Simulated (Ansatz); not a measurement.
Relaxation of CH$_{4}$OSSi (8 atoms, charge 0, multiplicity 1), to a largest force component of 0.02 eV/Å in at most 50 steps.

These are results of RKS r2SCAN-D4/def2-SVP in Ansatz 0.2.0, not measurements.

```xyz
8
Properties=species:S:1:pos:R:3
O -1.194 0.429 -0.872
C -0.228 -0.212 -0.113
Si 1.245 0.504 0.555
S -0.670 -1.910 0.156
H -0.902 1.320 -1.084
H 1.538 1.875 0.182
H 2.158 -0.290 1.336
H -1.947 -1.717 -0.158
```

Problem. Where does it end, and by what steps?

Solution. The forces met the threshold. After 13 steps the energy has fallen by 0.235 eV; Si3 moved furthest, 0.43 Å.

```csv
step,energy less start (eV),largest force component (eV/Å),accepted
0,0.0000,0.849,yes
1,-0.0817,0.426,yes
2,-0.0710,1.442,no
3,-0.1368,0.339,yes
4,-0.1777,0.352,yes
5,-0.1925,0.538,yes
6,-0.2168,0.268,yes
7,-0.2244,0.180,yes
8,-0.2073,0.162,no
9,-0.2305,0.105,yes
10,-0.2340,0.061,yes
11,-0.2346,0.026,yes
12,-0.2350,0.051,yes
13,-0.2351,0.019,yes
```

```xyz
8
Properties=species:S:1:pos:R:3
O -1.131 0.432 -0.887
C -0.232 -0.173 -0.091
Si 1.046 0.687 0.885
S -0.586 -1.865 0.148
H -0.875 1.364 -0.993
H 1.603 1.701 -0.078
H 2.073 -0.354 1.208
H -1.899 -1.793 -0.193
```

Run time: 32 s on 2 threads of Intel(R) Xeon(R) Platinum 8488C (Sapphire Rapids), on a shared host, peak memory 0.19 GiB.
